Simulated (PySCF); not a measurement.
Calculated NMR parameters of C/C(=C\N([SiH3])[SiH3])CO[SiH3]

| Property | Result |
| --- | --- |
| Formula | C4H15NOSi3 |
| SMILES | C/C(=C\N([SiH3])[SiH3])CO[SiH3] |
| Point group of the computed structure | C1 |
| Degrees of unsaturation | 1 |
| Carbon signals | 4 |
| Proton signals | 5 |

Bonds (- single, = double, # triple, : aromatic): C1-C2, C2=C3, C3-N4, N4-Si5, N4-Si6, C2-C7, C7-O8, O8-Si9. C1 carries H10, H11, H12; C3 carries H13; Si5 carries H14, H15, H16; Si6 carries H17, H18, H19; C7 carries H20, H21; Si9 carries H22, H23, H24. Stereochemistry as in C/C(=C\N([SiH3])[SiH3])CO[SiH3].

PySCF calculation with coordinates at the GFN2-xTB level and σ from GIAO-PBE0/pcSseg-1; one conformer, no relativistic terms, averaged over atoms made equivalent by symmetry, fast rotation or ring inversion, gas phase.

Scale: $^{1}$H (31.72 ppm), $^{13}$C (186.93 ppm), $^{29}$Si (349.16 ppm) against TMS; NH3 for $^{15}$N (267.73 ppm); $^{17}$O (336.08 ppm) against H2O (reference shieldings calculated alike).

```tsv
carbon	δC, type	δH (multiplicity)	HMBC from (2–3 bonds)	span of the C tensor (ppm)
C1	15.7, CH3	1.73 (s)	H13, H20/H21	25
C2	126.1, C	–	H13, H20/H21, H10/H11/H12	188
C3	137.4, CH	6.43 (s)	H14/H15/H16/H17/H18/H19, H20/H21, H10/H11/H12	172
C7	71.6, CH2	4.32 (s)	H13, H22/H23/H24, H10/H11/H12	66
```

Other nuclei:
```tsv
atoms	nucleus	environment	δ (ppm)	σ (ppm)
H22/H23/H24	$^{1}$H	hydrogen on a silicon bonded to O	4.95	26.76
H14/H15/H16/H17/H18/H19	$^{1}$H	hydrogen on a silicon bonded to N	4.81	26.91
Si9	$^{29}$Si	silicon bonded to O, 3 H	-38.4	387.6
Si5/Si6	$^{29}$Si	silicon bonded to N, 3 H	-47.7	396.9
N4	$^{15}$N	enamine nitrogen	30.5	237.3
O8	$^{17}$O	oxygen bonded to C, Si	0.8	335.3
```

- Carbon types of the structure: 1 × C, 1 × CH, 1 × CH2, 1 × CH3, leaving 9 H on heteroatoms.
- δC 137.4: alkene carbon bearing nitrogen; an sp2 carbon further deshielded by the attached heteroatom.
- δC 126.1: β carbon of an enol-ether or enamine type C=C.
- δC 71.6: allylic sp3 CH2 bonded to O; the inductive effect lowers its shielding.
- δH 4.32: hydrogen on an allylic sp3 CH2 bonded to O; its carbon carries O, which withdraws density.
- δH 1.73: hydrogen on an allylic methyl carbon; allylic position.

Shifts are as computed. Against solution values, carbons near 30 ppm lie about +3 ppm off and those near 130 ppm about +5 ppm. Of 1211 compounds with measured shifts, 218 miss one by over three times the rms of a fit or turn the order of signals round; such compounds aren't used in these exercises. Experimental scales use liquid or dissolved standards, which lie at an offset from isolated NH3 (liquid NH3: subtract about 20 ppm) and H2O (liquid H2O: subtract about 36 ppm). Multiplicities follow the n + 1 count of equivalent neighbours, as no J values were calculated; m marks all less simple cases, F and P coupling included.
